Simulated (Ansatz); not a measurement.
Basis sets compared for Cu(NH2)2 (CuN2H4). Total charge 0; doublet. Geometry r2SCAN-D4/def2-TZVP. Ansatz on 4 threads of Intel Xeon 6975P-C on a shared host; times are rough, and most runs start from earlier orbitals.

```xyz
7

Cu    0.000   -0.001    0.002
N     1.532   -0.724   -0.520
H     1.941   -1.569   -0.145
H     2.138   -0.358   -1.242
N    -1.532    0.724    0.521
H    -2.140    0.360    1.242
H    -1.939    1.569    0.143
```

No other spin state of charge 0 was run.

Binding counts from free atoms (Cu doublet, N quartet, H doublet) in the same basis, without a counterpoise term.

```csv
level,functions,energy (Eh),HOMO (eV),LUMO (eV),binding per atom (eV),wall time
PBE-D4/def2-SVP,79,-1751.7268,-4.44,-3.43,3.20,0.55 s
PBE0-D4/def2-SVP,79,-1751.7231,-5.67,-2.51,3.01,0.7 s
```

Estimate the rows for PBE-D4/def2-TZVP, PBE0-D4/def2-TZVP (with forces).


```csv
level,functions,energy (Eh),HOMO (eV),LUMO (eV),binding per atom (eV),wall time
PBE-D4/def2-TZVP,131,-1752.1199,-4.89,-3.90,3.16,0.8 s
PBE0-D4/def2-TZVP (with forces),131,-1752.1043,-6.11,-2.88,2.99,1.2 s
```
